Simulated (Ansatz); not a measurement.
`[O]=[Mo](=[O])([OH])[Cl]` + NH₃ → `[NH2][Mo](=[O])(=[O])[OH]` + HCl at 298.15 K and 1 bar (ligand exchange at a Mo–Cl bond).

Gas-phase electronic energies from Ansatz, PBE0-D4/def2-TZVP geometries. CCSD(T)/CBS adds triple-zeta CCSD(T) − MP2 to the extrapolated MP2 energy (def2 sets, frozen cores). This one scheme is used for every species. def2 core potentials past Kr. For Mo outer-core shells are correlated without core-valence functions, which leaves a few kJ/mol of doubt a bond. One conformer a species, not always the lowest.

| species | CCSD(T)/CBS energy (Eh) | H − E (kJ/mol) | S (J/(mol·K)) |
| --- | --- | --- | --- |
| `[O]=[Mo](=[O])([OH])[Cl]` | -754.20258 | 75.1 | 339.5 |
| NH₃ | -56.50880 | 100.5 | 192.4 |
| `[NH2][Mo](=[O])(=[O])[OH]` | -350.30648 | 139.5 | 341.4 |
| HCl | -460.38127 | 26.6 | 186.8 |

H − E and S are ideal-gas, rigid-rotor, harmonic terms from PBE0-D4/def2-TZVP, for one conformer and one mirror image of each species. 1 Eh = 2625.50 kJ/mol, R = 8.31446 J/(mol·K).

Problem. By hand: ΔE, ΔH, ΔS and ΔG.

Solution. ΔE = (-350.30648) + (-460.38127) − (-754.20258) − (-56.50880) = 0.02363 Eh = 62.0 kJ/mol. Δ(H − E) = 139.5 + 26.6 − 75.1 − 100.5 = -9.5, so ΔH = 52.5 kJ/mol. ΔS = 341.4 + 186.8 − 339.5 − 192.4 = -3.7 J/(mol·K). ΔG = 52.5 − 298.15 × (-3.7)/1000 = 53.6 kJ/mol.

Problem. By hand: the equilibrium constant, and the temperature at which ΔG would vanish if ΔH and ΔS stayed fixed.

Solution. log₁₀ K = −ΔG/(RT ln 10) = -9.4. ΔH and −TΔS have one sign here, so there is no such temperature.

The number of gas molecules stays the same, so ΔS is small and ΔH decides. A doubt of 5 kJ/mol in ΔE shifts log₁₀ K by 0.9 here. Other conformers and mirror images would add mixing entropy, several J/(mol·K) or more a flexible species. These are equilibria of isolated gas molecules and say nothing of rates. Largest T1 diagnostic: 0.025 (customary marks: 0.02 for closed shells, 0.045 for open ones).

ΔS is within the doubt of such terms, so its sign, and with it that verdict, could turn.
